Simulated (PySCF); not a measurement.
**Radial density of Rb (rubidium, neutral)**

UHF, [Kr] 4d1, 2D determinant (an excited configuration). Calculation: PySCF 2.14, in aug-cc-pwCVTZ-X2C with one added diffuse shell each of s, p, d, f type (11s10p8d4f, 109 functions); scalar relativity by spin-free X2C-1e.

```csv
r (bohr),4πr²ρ (e/bohr),4πr²(ρα − ρβ)
0.0434,41.08,-0.0002
0.0731,40.94,-0.0006
0.123,55.58,-0.0003
0.207,37.22,0.0010
0.348,36.88,0.0000
0.585,27.79,0.0003
0.984,7.432,-0.0035
1.65,5.344,0.0087
2.78,0.9606,0.0334
4.68,0.08596,0.0694
7.88,0.1041,0.1041
13.2,0.05081,0.0508
22.3,0.001188,0.0012
```

Densities and radii are taken from the X2C orbitals without a picture-change correction, which distorts them close to the nucleus.

Problem. Where is the radial spin density 4πr²(ρα − ρβ) most negative, and why is it negative at all?

Solution. Around r = 0.984 bohr, down to -0.0035 e/bohr: exchange with the open shell polarises the paired shells in an unrestricted calculation.
